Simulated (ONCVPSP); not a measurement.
## Reading a pseudo-wave (bromine)

Columns: radius, all-electron u(r) and pseudo u(r) of the 4s shell (level -41.84 eV) of bromine in the configuration [Ar] 3d10 4s2 4p3; PBE, scalar-relativistic, ONCV scheme, ONCVPSP 4.0.1.

| r (bohr) | all-electron | pseudo |
| --- | --- | --- |
| 0.088 | 0.1960 | 0.0285 |
| 0.175 | 0.1929 | 0.0585 |
| 0.262 | -0.1573 | 0.0928 |
| 0.350 | -0.4042 | 0.1353 |
| 0.438 | -0.4450 | 0.1882 |
| 0.525 | -0.3336 | 0.2518 |
| 0.612 | -0.1425 | 0.3249 |
| 0.700 | 0.0769 | 0.4051 |
| 0.788 | 0.2879 | 0.4877 |
| 0.875 | 0.4703 | 0.5691 |
| 0.962 | 0.6193 | 0.6488 |
| 1.050 | 0.7347 | 0.7262 |
| 1.138 | 0.8169 | 0.7968 |
| 1.225 | 0.8692 | 0.8539 |
| 1.312 | 0.8969 | 0.8909 |
| 1.400 | 0.9041 | 0.9035 |
| 1.487 | 0.8945 | 0.8945 |
| 1.575 | 0.8717 | 0.8716 |
| 1.662 | 0.8393 | 0.8393 |
| 1.750 | 0.7993 | 0.7993 |
| 1.838 | 0.7545 | 0.7545 |
| 1.925 | 0.7073 | 0.7073 |
| 2.012 | 0.6588 | 0.6588 |
| 2.100 | 0.6095 | 0.6095 |
| 2.188 | 0.5611 | 0.5612 |
| 2.275 | 0.5148 | 0.5148 |

(1) How many radial nodes do the two functions have?

(2) At about which radius was the pseudo-wave matched?

(3) Is the pseudo-wave norm-conserving?

Answers

(1) The all-electron 4s function has n − l − 1 = 3 (the table is too coarse to show those close to the nucleus); the pseudo-wave has 0, since the states of the same l below it are removed with the core.

(2) 1.45 bohr, where the columns begin to agree (steps of 0.09 bohr).

(3) Yes: the ONCV scheme keeps the norm inside the radius equal to the all-electron one, which fixes the energy derivative of the logarithmic derivative at the level.
